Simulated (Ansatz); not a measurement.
Pulling on the Bi1–H2 bond in BiBrH2 (SMILES [Br][BiH2]) (multiplicity 1 held, fragments rigid). Energies count from the point at 1.801 Å.
Geometry at that point (charge 0, multiplicity 1):
```xyz
4

Bi    -0.434    -0.486     0.405
H     -1.899    -0.157    -0.590
H     -0.035    -1.880    -0.664
Br     1.084     1.211    -0.923
```

Restricted levels (R-, RO-) in cc, def2 and unpolarised 6-31G sets keep to the state of the molecule at rest. Unrestricted levels (U-) break spin symmetry where that is lower. Active spaces are followed from a long bond inwards. Levels need not reach the same state.

Cores are frozen in the correlated methods. Filled d and f shells under p-block atoms count as core.

Programs: Ansatz (Gaussian basis) for Hartree–Fock, density functionals and correlated methods. Values without a source in brackets are computed. In def2 rows elements past Kr take small-core potentials, without spin–orbit coupling.

Energies in kJ/mol.

```
R (Å)  R-HF/def2-SVP  U-CCSD(T)/def2-SVP  R-CCSDT/def2-SVP  FIC-NEVPT4(SD) on CASSCF(2,2)/def2-SVP  FIC-MRCISD on CASSCF(2,2)/def2-SVP  FIC-MRCISD+Q on CASSCF(2,2)/def2-SVP
-----  -------------  ------------------  ----------------  --------------------------------------  ----------------------------------  ------------------------------------
1.441            123                 133               134                                     134                                 133                                   133
1.621             20                  26                26                                      26                                  26                                    26
1.801              0                   0                 0                                       0                                   0                                     0
1.981             21                  13                13                                      13                                  13                                    14
2.161             61                  44                44                                      44                                  44                                    45
2.432            135                 102                99                                      98                                  99                                    99
2.702            209                 154               147                                     146                                 147                                   148
3.152            320                 211               200                                     199                                 200                                   201
3.602            408                 229               224                                     222                                 223                                   224
4.143            486                 233               234                                     232                                 232                                   233
4.863            556                 234               237                                     234                                 235                                   236
5.764            605                 234               237                                     235                                 235                                   236
```

Doubts at one or more of the structures used: a restricted determinant that unrestricted orbitals would lower (R-HF/def2-SVP, R-CCSDT/def2-SVP); a spin-contaminated determinant (U-CCSD(T)/def2-SVP); T1 above 0.05 (U-CCSD(T)/def2-SVP, R-CCSDT/def2-SVP); other coupled-cluster roots lie near (R-CCSDT/def2-SVP).

Ansatz is a quantum-chemistry and plane-wave program.
